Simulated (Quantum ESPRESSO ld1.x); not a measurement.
Question: Pr XLII, 18 electrons, occupied as [Ar] (the NIST ground configuration). All-electron calculation, Dirac Kohn-Sham, relativistic LDA (MacDonald-Vosko exchange, VWN5 correlation), spin-unpolarised, spherical densities, point nucleus. Program: ld1.x of Quantum ESPRESSO 7.5. Some entries of the table are withheld. Estimate them.

orbital  occ.  eigenvalue (hartree)  <r^2> (bohr^2)  r(max) (bohr)
1s1/2       2              -1614.63             (1)          0.015
2s1/2       2                   (2)         0.01229            (3)
2p1/2       2                   (4)        0.008970          0.067
2p3/2       4                   (5)         0.01016          0.071
3s1/2       2                   (6)         0.07188            (7)
3p1/2       2              -121.319         0.06560          0.223
3p3/2       4              -116.935         0.07073          0.232

Answer: 
(1) 1s1/2 <r^2> (bohr^2): 0.0007956
(2) 2s1/2 eigenvalue (hartree): -332.208
(3) 2s1/2 r(max) (bohr): 0.087
(4) 2p1/2 eigenvalue (hartree): -319.837
(5) 2p3/2 eigenvalue (hartree): -302.004
(6) 3s1/2 eigenvalue (hartree): -125.960
(7) 3s1/2 r(max) (bohr): 0.237
